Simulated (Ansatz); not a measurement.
The cluster Li9O5, 14 atoms. Hardware: 4 threads of Arm Neoverse V2 on a shared host.

Correlated methods freeze 5 core orbitals; core or outer-core shells of Li are correlated, in sets that lack core-valence functions.

(1) How many basis functions does each of these Ansatz runs have, and roughly what does it cost? PBE0-D4/def2-SVP, charge 0 doublet, energy, from earlier orbitals; r2SCAN-D4/def2-TZVP, charge 0 doublet, energy, from earlier orbitals; B2PLYP/def2-TZVP, charge 0 doublet, energy, from earlier orbitals; MP2/def2-TZVP, charge 0 doublet, energy, from earlier orbitals; PBE0-D4/def2-TZVP, charge 0 doublet, energy, from earlier orbitals; CAM-B3LYP-D4/def2-TZVP, charge 0 doublet, energy, from earlier orbitals; PBE-D4/def2-SVP, charge 0 doublet, energy, from earlier orbitals; PBE-D4/def2-SVP, charge 0 doublet, energy with a search over starts; PBE-D4/def2-SVP, charge 0 doublet, relaxation, 6 steps; PBE-D4/def2-TZVP, charge 0 doublet, energy and forces, from earlier orbitals; RPA@PBE/def2-TZVP, charge 0 doublet, energy, from earlier orbitals; LC-ωPBE/def2-TZVP, charge 0 doublet, energy, from earlier orbitals.

Results:

(1) Other jobs shared the machine, so times can vary by a factor of up to 3. A dash marks memory too small to be measured apart from the calling script's.

| run | functions | fitting or Cholesky vectors | wall time | peak host memory (GiB) |
| --- | --- | --- | --- | --- |
| PBE-D4/def2-SVP, charge 0 doublet, energy, from earlier orbitals | 151 | 1939 | 5.5 s | – |
| PBE0-D4/def2-SVP, charge 0 doublet, energy, from earlier orbitals | 151 | 1791 | 7.5 s | 0.67 |
| PBE-D4/def2-TZVP, charge 0 doublet, energy and forces, from earlier orbitals | 281 | 1916 | 9 s | 0.58 |
| MP2/def2-TZVP, charge 0 doublet, energy, from earlier orbitals | 281 | 2367 | 15 s | 1.1 |
| PBE0-D4/def2-TZVP, charge 0 doublet, energy, from earlier orbitals | 281 | 1916 | 17 s | 1.4 |
| r2SCAN-D4/def2-TZVP, charge 0 doublet, energy, from earlier orbitals | 281 | 1916 | 19 s | 0.72 |
| PBE-D4/def2-SVP, charge 0 doublet, relaxation, 6 steps | 151 | 1939 | 22 s | – |
| PBE-D4/def2-SVP, charge 0 doublet, energy with a search over starts | 151 | 1939 | 26 s | 0.64 |
| LC-ωPBE/def2-TZVP, charge 0 doublet, energy, from earlier orbitals | 281 | 1916 | 27 s | 1.7 |
| RPA@PBE/def2-TZVP, charge 0 doublet, energy, from earlier orbitals | 281 | 2367 | 27 s | 1.3 |
| B2PLYP/def2-TZVP, charge 0 doublet, energy, from earlier orbitals | 281 | 2367 | 33 s | 1.4 |
| CAM-B3LYP-D4/def2-TZVP, charge 0 doublet, energy, from earlier orbitals | 281 | 1916 | 62 s | 1.4 |
